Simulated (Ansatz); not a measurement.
Ligands exchanged one at a time, Ga F-NH2. All species are isolated molecules in the gas phase. One relaxed conformer stands for each flexible species; it need not be the lowest. Strings in code marks are SMILES.

Quantity: redistribution energy (mixed species minus the weighted end members), in kcal/mol.

Case: 1 of 3 F replaced by NH2: `[NH2][Ga]([F])[F]`. The other species in the difference include `[F][Ga]([F])[F]` (neutral, multiplicity 1). Geometry of `[NH2][Ga]([F])[F]` (neutral, multiplicity 1, Å):

```xyz
6

N     -1.0267     0.0501     0.0981
Ga     0.7582    -0.0110    -0.0168
F      1.7091     1.3655    -0.4921
F      1.6730    -1.4223     0.4262
H     -1.5479     0.8005    -0.3221
H     -1.5686    -0.7905     0.2020
```

Estimate the redistribution energy (mixed species minus the weighted end members) that frozen-core CCSD(T)/cc-pVTZ // PBE0-D4/def2-TZVP (Ansatz, an electronic-structure program) returns for this input.

-4.73 kcal/mol.
